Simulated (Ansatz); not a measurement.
Basis sets compared for (CdS)4 cube (Cd4S4). The state is a singlet with charge 0. Geometry PBE-D4/def2-SVP. Ansatz on 4 threads of Arm Neoverse V2 on a shared host; times are rough, and most runs start from earlier orbitals.

```
atom   x (Å)   y (Å)   z (Å)
 Cd1   0.836   0.176   1.727
 Cd2  -1.826  -0.569   0.226
 Cd3   0.955  -1.306  -1.046
 Cd4   0.036   1.699  -0.906
  S5  -1.234   1.688   1.352
  S6  -0.046  -2.197   1.172
  S7   2.361   0.736  -0.292
  S8  -1.080  -0.227  -2.232
```

In the def2 sets Cd takes a core potential; there is no spin–orbit coupling. Another isomer (singlet) lies 0.87 eV lower at PBE0-D4/def2-TZVP; other spin states weren't run for this one.

Binding counts from free atoms (Cd singlet, S triplet) in the same basis, without a counterpoise term.

```tsv
level	functions	energy (Eh)	HOMO (eV)	LUMO (eV)	binding per atom (eV)	wall time
PBE-D4/def2-SVP	196	-2262.7795	-5.94	-3.99	2.01	3.7 s
PBE0-D4/def2-SVP	196	-2262.8718	-6.91	-3.30	1.99	7 s
```

Estimate the rows for PBE-D4/def2-TZVP (with forces), PBE0-D4/def2-TZVP.


```
                         level  functions  energy (Eh)  HOMO (eV)  LUMO (eV)  binding per atom (eV)  wall time
PBE-D4/def2-TZVP (with forces)        308   -2263.4854      -5.96      -4.00                   1.96      7.5 s
             PBE0-D4/def2-TZVP        308   -2263.5668      -6.90      -3.28                   1.95       18 s
```
